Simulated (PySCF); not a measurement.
**Working out the ionisation energy of Cs²⁺**

Cs²⁺ [Kr] 4d10 5s2 5p5 (2P) → Cs³⁺ [Kr] 4d10 5s2 5p4 (3P). Computed with PySCF 2.14 in def2-SVP with the def2 core potential (46 electrons) (5s3p2d, 24 functions), with scalar relativity through the core potential. Frozen: 5s2. Energies in hartree (1 hartree = 27.21139 eV):

| part | Cs²⁺ (lower) | Cs³⁺ (upper) |
| --- | --- | --- |
| UHF | -18.888516 | -17.694027 |
| CCSD correlation | -0.014725 | -0.006496 |
| (T) | -0.000120 | -0.000024 |

Q: What does Hartree-Fock give?

A: (-17.694027) − (-18.888516) = 1.194489 hartree = 32.504 eV.

Q: What do CCSD and CCSD(T) give?

A: The CCSD correlation energies differ by 0.008229 hartree = 0.224 eV and the triples by 0.000096 hartree = 0.003 eV, so CCSD gives 32.728 eV and CCSD(T) 32.731 eV.

Reference: 33.195 eV (semi-empirical (NIST evaluation); NIST Atomic Spectra Database, ionization energies), between the lowest levels; spin-orbit coupling is absent from the calculation.

A double-zeta basis recovers only part of the correlation energy.

What remains against the reference includes basis incompleteness, the frozen core and higher excitations.
